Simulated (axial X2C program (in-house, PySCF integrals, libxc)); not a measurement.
**TeO: from the spin-free to the two-component result**

Computed with an in-house relativistic program for diatomic molecules. Spin-free means the one-electron spin-free X2C Hamiltonian; two-component (2c) means X2C with spin–orbit coupling and atomic mean-field two-electron Coulomb and Gaunt terms, so the difference of the two also holds small scalar two-electron terms. Basis: Te dyall-cv3z [11s12p8d4f1g], O dyall-av3z [7s6p3d2f] (cores contracted in-house); Gaussian nuclei, density fitting, unrestricted open shells. Masses: Te 129.906 u, O 15.995 u.

Spin-free state: M_S = 1, Λ = 0 (beyond evenly filled blocks: π+α, π-α); fragments Te + O.

| level | Re (Å) | ωe (cm⁻¹) | De (eV) | μ (D) |
| --- | --- | --- | --- | --- |
| TPSS | 1.839 | 790.9 | 4.451 | -2.75 |
| BP86 | 1.845 | 777.4 | 4.805 | -2.77 |
| PW91 | 1.842 | 781.8 | 4.859 | -2.81 |

Dipoles are positive if O is the positive end.

Two-component determinant lowest at the distance of the search:

Ω = 1 (⟨Sz⟩ = 1.00, ⟨Lz⟩ = 0.00 at TPSS); fragments Te + O.

```
level  Re (Å)  ωe (cm⁻¹)  De (eV)  μ (D)
 TPSS   1.841      785.7    4.254  -2.75
 BP86   1.847      771.8    4.533  -2.77
 PW91   1.844      776.2    4.595  -2.81
```

(1) From the two tables, how do the constants change at the TPSS level (2c against spin-free)?

The state is a single determinant with fixed occupations, the lowest that a limited PBE0 search found. De is counted from the lowest determinant-based energies of the atoms at the same level, without counterpoise correction. Density functionals use the spin component along the axis (collinear). In 2c an atomic determinant is not the ground J level, so De misses part of the atomic spin–orbit lowering. This holds for TPSS, BP86, PW91. PBE0 can misorder states that lie within some tenths of an eV, so this need not be the ground state of the molecule. The nearest other spin-free determinant of the search, M_S = 0, Λ = 2, lies 0.76 eV up at the distance of the search. Without a current term, density functionals place determinants with orbital angular momentum somewhat too high. With several unpaired electrons one determinant need not be a pure state. Open-shell Ω = 0 determinants with evenly filled partner blocks cannot be reached by this program, so the Ω shown need not be the lowest component. This is the Ω = 1 component of a π² triplet; the 0⁺ component is not one determinant and can lie lowest.

Results:

(1) At the TPSS level Re increases by 0.002 Å and ωe drops by 5.2 cm⁻¹; De is not compared, since the atomic limits differ or miss part of their spin–orbit lowering.
